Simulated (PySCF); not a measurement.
CH₆Ge, SMILES [CH3][GeH3]. Heavy atoms are numbered as in [GeH3:1][CH3:2]. Hydrogens are named by the atom that carries them.

Geometry: B3LYP-D3(BJ)/def2-TZVP.

These are B3LYP/pcSseg-2 (PySCF) values and carry that method's errors.

GIAO shieldings, no solvent; atoms alike by connectivity are averaged. δ = σ(ref) − σ: ⁷³Ge against GeH4 (σ = 1629.1 ppm); ¹³C against TMS (σ = 181.3 ppm); ¹H against TMS (σ = 31.68 ppm), references at their B3LYP-D3(BJ)/def2-TZVP geometries, non-relativistic.

Question: Estimate the chemical shifts. (The exact figures need the calculation; the answer reports its results.)

Answer: 
```tsv
nucleus	atoms	count	δ (ppm)
⁷³Ge	Ge1 (GeH3)	1	105.1
¹³C	C2 (CH3)	1	-7.8
¹H	H on Ge1	3	4.11
¹H	H on C2	3	0.32
```
